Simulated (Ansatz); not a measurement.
`C=C[SiH2]S[SiH](Cl)Cl` → 2 C• + 2 Cl• + 6 H• + S• + 2 Si•  (atomization)

Isolated molecules relaxed with PBE0-D4/def2-TZVP in Ansatz; ΔE leaves out vibrations. CCSD(T)/CBS adds triple-zeta CCSD(T) − MP2 to the extrapolated MP2 energy (def2 sets, frozen cores). This one scheme is used for every species, atoms too. DFT in def2-TZVPP. B3LYP here is the variant with VWN-RPA as its local correlation; programs differ in this. No spin–orbit coupling; open shells (•) take unrestricted orbitals. Spin–orbit coupling would lower the free atoms: a little for C, Cl, S, Si. One conformer a species, not always the lowest.

| level | ΔE (kJ/mol) | difference from CCSD(T)/CBS |
| --- | --- | --- |
| PBE-D4 | 4734.1 | 58.0 |
| r2SCAN-D4 | 4698.0 | 21.9 |
| PBE0-D4 | 4684.9 | 8.8 |
| B3LYP-D4 | 4646.0 | -30.1 |
| ωB97X-V | 4698.6 | 22.5 |
| ωB97M-V | 4698.8 | 22.7 |
| B2PLYP | 4586.9 | -89.2 |
| PBE | 4682.1 | 6.0 |
| r2SCAN | 4684.8 | 8.7 |
| PBE0 | 4639.4 | -36.7 |
| B3LYP | 4561.7 | -114.4 |
| HF/def2-TZVPP | 3479.3 | -1196.8 |
| MP2/def2-TZVPP | 4627.4 | -48.7 |
| SCS-MP2/def2-TZVPP | 4587.2 | -88.9 |
| CCSD/def2-TZVPP | 4453.9 | -222.2 |
| CCSD(T)/def2-TZVPP | 4533.7 | -142.4 |
| HF/def2-QZVPP | 3485.4 | -1190.7 |
| MP2/def2-QZVPP | 4711.3 | 35.2 |
| SCS-MP2/def2-QZVPP | 4678.9 | 2.8 |
| HF/CBS(def2) | 3486.4 | -1189.7 |
| MP2/CBS(def2) | 4769.8 | 93.7 |
| CCSD/CBS(def2) | 4596.3 | -79.8 |
| CCSD(T)/CBS | 4676.1 | 0 |

Largest T1 diagnostic among the species: 0.012.

The D4 term adds +84.3 kJ/mol with B3LYP and +45.5 kJ/mol with PBE0; it sums over pairs of atoms, weighted by their polarisabilities, and B3LYP, whose exchange is more repulsive, gets the larger term. From PBE to PBE0 (25 % exact exchange), in def2-TZVPP and without D4, ΔE moves by −42.7 kJ/mol: exact exchange takes away binding that semilocal exchange gives to molecules. In def2-TZVPP, CCSD(T) changes the Hartree–Fock value by +1054.4 kJ/mol (the triples alone add +79.8 kJ/mol) and MP2 by +1148.1 kJ/mol; breaking electron pairs costs correlation energy, which Hartree–Fock lacks.

For atomizations the MP2-based limit and the directly extrapolated one differ by several kJ/mol either way, and by 10 to 25 for some Ge, Se and Sn compounds, so smaller differences from it don't rank the levels.
